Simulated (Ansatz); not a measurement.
[VO(NH3)4]2+ (VN₄OH₁₂²⁺). Total charge 2; doublet. Geometry PBE-D4/def2-SVP, basis def2-TZVP, Ansatz.

```xyz
18

V    -0.190   -0.260    0.112
O    -1.054   -1.433    0.619
N    -1.690    1.074   -0.689
H    -2.439    0.512   -1.132
H    -1.394    1.753   -1.413
H    -2.193    1.643    0.014
N     0.232   -0.860   -1.920
H     1.084   -0.476   -2.367
H    -0.525   -0.678   -2.601
H     0.348   -1.890   -1.949
N     1.802   -0.923    0.623
H     2.226   -1.600   -0.035
H     1.762   -1.443    1.519
H     2.530   -0.199    0.760
N    -0.112    1.024    1.849
H     0.606    0.780    2.553
H    -1.006    0.936    2.366
H     0.013    2.040    1.690
```

```json
{"run": "A", "HOMO (eV)": "-19.18", "LUMO (eV)": "-8.09"}
{"run": "B", "HOMO (eV)": "-18.17", "LUMO (eV)": "-9.10"}
{"run": "C", "HOMO (eV)": "-13.80", "LUMO (eV)": "-11.68"}
{"run": "D", "HOMO (eV)": "-19.44", "LUMO (eV)": "-7.84"}
{"run": "E", "HOMO (eV)": "-16.51", "LUMO (eV)": "-10.30"}
{"run": "F", "HOMO (eV)": "-14.46", "LUMO (eV)": "-11.38"}
```

LC-ωPBE has ω = 0.4 bohr⁻¹.

HOMO and LUMO are taken over both spins.

Problem. The runs used CAM-B3LYP, LC-ωPBE, PBE, PBE0, r2SCAN, ωB97M-V. Estimate which is which.

Solution. A ωB97M-V (range-separated); B CAM-B3LYP (range-separated); C PBE (0 % exact exchange); D LC-ωPBE (range-separated); E PBE0 (25 % exact exchange); F r2SCAN (0 % exact exchange). Exact exchange lowers occupied and raises empty levels; among semilocal functionals meta-GGAs tend to open the gap a little, and such runs are hard to tell apart. The gap grows from 2.12 eV (PBE) to 11.61 eV (LC-ωPBE).
